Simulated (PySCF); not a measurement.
Si(Me)(OH) (CH4OSi), SMILES C[Si]O (connectivity only; charge and spin as stated), neutral, multiplicity 1.

Geometry optimised at PBE0-D3(BJ)/def2-TZVP. The values are those of a single conformer.

All values below come from TDDFT-CAM-B3LYP/def2-SVPD run with PySCF.

Vertical excitations.  State labels are in the subgroup Cs.

```json
[
 {"state": "S1", "symmetry": "A\"", "energy (eV)": "3.39", "λ (nm)": "366", "f": "0.037", "main pairs": "HOMO→LUMO 99 %"},
 {"state": "S2", "symmetry": "A'", "energy (eV)": "5.52", "λ (nm)": "225", "f": "0.114", "main pairs": "HOMO→LUMO+1 96 %"},
 {"state": "S3", "symmetry": "A'", "energy (eV)": "6.37", "λ (nm)": "195", "f": "0.079", "main pairs": "HOMO→LUMO+2 97 %"},
 {"state": "S4", "symmetry": "A'", "energy (eV)": "6.92", "λ (nm)": "179", "f": "0.297", "main pairs": "HOMO→LUMO+3 86 %"},
 {"state": "S5", "symmetry": "A\"", "energy (eV)": "7.24", "λ (nm)": "171", "f": "0.023", "main pairs": "HOMO−2→LUMO 94 %"},
 {"state": "S6", "symmetry": "A'", "energy (eV)": "7.52", "λ (nm)": "165", "f": "0.079", "main pairs": "HOMO→LUMO+4 66 %, HOMO−1→LUMO 20 %"},
 {"state": "S7", "symmetry": "A'", "energy (eV)": "7.70", "λ (nm)": "161", "f": "0.116", "main pairs": "HOMO−1→LUMO 71 %, HOMO→LUMO+4 15 %"},
 {"state": "S8", "symmetry": "A\"", "energy (eV)": "8.01", "λ (nm)": "155", "f": "0.074", "main pairs": "HOMO→LUMO+5 91 %"},
 {"state": "S9", "symmetry": "A'", "energy (eV)": "8.28", "λ (nm)": "150", "f": "0.052", "main pairs": "HOMO→LUMO+6 79 %"},
 {"state": "S10", "symmetry": "A\"", "energy (eV)": "8.34", "λ (nm)": "149", "f": "0.009", "main pairs": "HOMO−3→LUMO 92 %"},
 {"state": "T1", "symmetry": "A\"", "energy (eV)": "1.98", "λ (nm)": "626", "f": "0", "main pairs": "HOMO→LUMO 98 %"},
 {"state": "T2", "symmetry": "A'", "energy (eV)": "4.57", "λ (nm)": "272", "f": "0", "main pairs": "HOMO→LUMO+1 75 %"},
 {"state": "T3", "symmetry": "A'", "energy (eV)": "5.74", "λ (nm)": "216", "f": "0", "main pairs": "HOMO→LUMO+2 79 %"},
 {"state": "T4", "symmetry": "A'", "energy (eV)": "6.33", "λ (nm)": "196", "f": "0", "main pairs": "HOMO→LUMO+3 54 %, HOMO−1→LUMO 29 %"}
]
```
Triplets are in the Tamm–Dancoff approximation, which puts them higher than full response would, so one can lie above its singlet here.
